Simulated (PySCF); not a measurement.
## Spin states and ions at one geometry of [OsOF5]+

PySCF 2.14.0, RKS TPSS, Os def2-SVP with ECP60, O def2-SVP, F def2-SVP; non-relativistic Hamiltonian with scalar-relativistic core potentials where named; density fitting; no spin-orbit coupling; singlets restricted, open shells unrestricted. The geometry is relaxed for charge +1, singlet, vacuum:

```xyz
7

Os    0.0544   -0.0362    0.0320
O     1.2504   -0.7145    1.0301
F    -0.0558    1.5171    0.9957
F    -1.3266   -0.7310    1.0145
F     1.2689    0.7549   -1.0877
F    -1.2569    0.6980   -1.0674
F    -0.0126   -1.4894   -1.0810
```

Energies count from the relaxed state; an electron taken off or put on is at rest in vacuum. Charges and spins are Mulliken's.

Problem. Order these states by energy, lowest first.
A. charge +2, doublet, vacuum
B. charge +1, triplet, vacuum
C. charge 0, doublet, vacuum
D. charge +1, singlet, vacuum

Solution. C (-11.50 eV), D (0.00 eV), B (2.11 eV), A (20.56 eV).

Problem. How do charge and spin on the first atom follow?

Solution. 
```tsv
state	spin squared	charge on Os1 (e)	spin on Os1 (e)	dipole about the centre of mass (D)
charge +1, singlet, vacuum	0.00	1.72	0.00	1.26
charge +1, triplet, vacuum	2.01	1.64	0.56	1.15
charge +2, doublet, vacuum	0.76	1.80	-0.06	0.91
charge 0, doublet, vacuum	0.76	1.54	0.70	0.98
```

With an electron taken off (doublet) the charges change, summed by element, by Os +0.08 e, O +0.17 e, F +0.75 e. The vertical ionisation energy is 20.56 eV, against −ε(HOMO) = 17.17 eV of the relaxed state. The level lies 3.4 eV too high, as is usual for semilocal functionals and global hybrids, which keep a self-interaction error.

With an electron put on (doublet) the charges change, summed by element, by Os -0.18 e, O -0.16 e, F -0.66 e. The vertical electron affinity is 11.50 eV, against −ε(LUMO) = 15.02 eV of the relaxed state.

Open shells may have lower solutions than those found. Hard to converge, so the more doubtful: charge +2, doublet, vacuum.

No frequency check is given that shows the relaxed geometry to be a minimum.
